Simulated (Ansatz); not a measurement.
Frontier orbitals of H$_{6}$NOPSi, SMILES `OPN[SiH3]`.

```xyz
10

O    -0.606   -0.150    2.321
P     0.368   -0.846    1.178
N    -0.314   -0.432   -0.312
Si    0.397    0.678   -1.438
H    -0.164    0.607    2.715
H    -0.256   -2.115    1.301
H    -1.266   -0.730   -0.483
H     0.387    0.103   -2.809
H     1.788    0.913   -0.981
H    -0.334    1.974   -1.491
```

Charge 0, multiplicity 1. All single points use the PBE0-D4/def2-TZVP geometry. It is one conformer, not always the lowest. Basis def2-TZVPP, Ansatz.

Orbital energies of one run (eV). Highest occupied ones, from the top: -6.48, -7.35, -8.62, -9.26, -9.56, -10.83, -11.10, -11.97, -13.73, -14.65, -16.83, -23.71, -27.99, -98.48. Empty: -0.24, 0.20, 1.27, 1.37, 1.76, 2.07.

Q: Which functional gave them?
A. ωB97M-V
B. r2SCAN
C. r2SCANh
D. PBE

A: C. HOMO energies: r2SCANh -6.48, PBE -5.79, ωB97M-V -9.25, r2SCAN -6.02 eV.
